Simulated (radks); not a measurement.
Q: These are the eigenvalues of the occupied orbitals of an atom or ion with whole-number occupations (eV). Calculated with a radial shooting solver on a logarithmic mesh with Libxc functionals: scalar-relativistic Kohn-Sham, SCAN, spin-polarised, spherical densities, finite nucleus; meta-GGA in the generalised Kohn-Sham scheme; Fermi nuclear charge, rms radius of each element as measured or else 0.836 A^(1/3) + 0.57 fm.

orbital  eigenvalue
1s up     -12982.71
1s down   -12974.84
2s up     -2617.614
2s down   -2606.213
2p up     -2451.606
2p down   -2437.062

Which element is it, and in what charge state? The configuration may be excited. Open shells, if any, are filled with parallel spins first.

A: Z = 33, arsenic, charge +24: As24+ in [He] 2s2 2p5. The list shows which subshells hold electrons but not how many an open one holds; the 1s level, -477.11 hartree, gives Z - s = 30.9 by -(Z - s)^2/2, which with screening and relativity narrows Z to a few neighbours, and the depths of the outer levels then fix element, charge and occupations together.
